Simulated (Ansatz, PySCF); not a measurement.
System: C$_{2}$H$_{9}$N$_{2}$Si, charge 0, multiplicity 2. It need not be the lowest isomer of its formula. 
Coordinates optimised at B3LYP-D3(BJ)/def2-TZVP (Ansatz, a program for electronic structure):
SMILES: C[Si]([NH])(C)N
```xyz
14

Si    -0.0216    -0.0052     0.0576
C      1.5611    -0.8730    -0.4390
C     -1.1991     0.2565    -1.3741
N     -0.8464    -1.1423     1.1186
N      0.4055     1.5491     0.6741
H      2.2386    -0.9815     0.4110
H      2.0768    -0.3005    -1.2125
H      1.3491    -1.8715    -0.8230
H     -2.0967     0.7925    -1.0579
H     -1.5148    -0.6996    -1.7933
H     -0.7136     0.8413    -2.1579
H     -1.0318    -0.8100     2.0671
H     -0.2794     2.2776     0.7965
H      1.1893     1.6766     1.2941
```
Charge 0, spin multiplicity 2.

Dipole moments at this geometry, in debye (magnitudes).

```json
[
 {"level": "PBE/def2-TZVPD", "program": "Ansatz", "dipole (D)": "1.93"},
 {"level": "BLYP/def2-TZVPD", "program": "Ansatz", "dipole (D)": "1.95"},
 {"level": "r2SCAN/def2-TZVPD", "program": "Ansatz", "dipole (D)": "(withheld)"},
 {"level": "B3LYP/def2-TZVPD", "program": "Ansatz", "dipole (D)": "1.97"},
 {"level": "BHLYP/def2-TZVPD", "program": "Ansatz", "dipole (D)": "2.02"},
 {"level": "TPSSh/def2-TZVPD", "program": "PySCF", "dipole (D)": "1.96"},
 {"level": "r2SCANh/def2-TZVPD", "program": "Ansatz", "dipole (D)": "1.97"},
 {"level": "r2SCAN0/def2-TZVPD", "program": "Ansatz", "dipole (D)": "1.99"},
 {"level": "M06-2X/def2-TZVPD", "program": "PySCF", "dipole (D)": "1.99"},
 {"level": "HSE06/def2-TZVPD", "program": "Ansatz", "dipole (D)": "1.96"},
 {"level": "CAM-B3LYP/def2-TZVPD", "program": "Ansatz", "dipole (D)": "2.01"},
 {"level": "LC-wPBE/def2-TZVPD", "program": "Ansatz", "dipole (D)": "2.04"},
 {"level": "wB97X-V/def2-TZVPD", "program": "Ansatz", "dipole (D)": "2.00"},
 {"level": "CCSD(T)/aug-cc-pV(D+d)Z", "program": "Ansatz", "dipole (D)": "(withheld)"}
]
```

Problem. Fill in the missing entries.

Solution. 
- r2SCAN/def2-TZVPD, dipole (D): 1.96
- CCSD(T)/aug-cc-pV(D+d)Z, dipole (D): 1.97
